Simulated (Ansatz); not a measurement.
Reaction (formal hydrolysis of a C–Si bond): `C/C([SiH3])=N\[SiH3]` + H₂O → `C/C(O)=N\[SiH3]` + SiH₄

Gas-phase electronic energies from Ansatz, PBE0-D4/def2-TZVP geometries. CCSD(T)/CBS is the MP2 limit (def2-TZVPP, def2-QZVPP) plus CCSD(T) − MP2 in def2-TZVPP, frozen cores. This one scheme is used for every species. Double bonds are as drawn, so ΔE can hold a change between cis and trans. Functionals use def2-TZVPP. B3LYP here is the variant with VWN-RPA as its local correlation; programs differ in this. One conformer a species, not always the lowest.

```csv
level,ΔE (kcal/mol),difference from CCSD(T)/CBS
PBE-D4,-9.4,-2.6
r2SCAN-D4,-11.2,-4.4
PBE0-D4,-9.9,-3.1
B3LYP-D4,-9.2,-2.4
ωB97X-V,-11.2,-4.4
ωB97M-V,-10.1,-3.3
B2PLYP,-10.1,-3.3
PBE,-10.5,-3.7
r2SCAN,-11.6,-4.8
PBE0,-11.0,-4.2
B3LYP,-11.1,-4.3
HF/def2-TZVPP,-13.7,-6.9
MP2/def2-TZVPP,-8.0,-1.2
SCS-MP2/def2-TZVPP,-8.6,-1.8
CCSD/def2-TZVPP,-8.9,-2.1
CCSD(T)/def2-TZVPP,-8.5,-1.7
HF/def2-QZVPP,-13.4,-6.6
MP2/def2-QZVPP,-7.0,-0.2
SCS-MP2/def2-QZVPP,-7.5,-0.7
HF/CBS(def2),-13.3,-6.5
MP2/CBS(def2),-6.3,0.5
CCSD/CBS(def2),-7.2,-0.4
CCSD(T)/CBS,-6.8,0
```

Largest T1 diagnostic among the species: 0.013.

The D4 term adds +1.9 kcal/mol with B3LYP and +1.1 kcal/mol with PBE0; it sums over pairs of atoms, weighted by their polarisabilities, and B3LYP, whose exchange is more repulsive, gets the larger term. In def2-TZVPP, CCSD(T) changes the Hartree–Fock value by +5.2 kcal/mol (the triples alone add +0.4 kcal/mol) and MP2 by +5.6 kcal/mol.
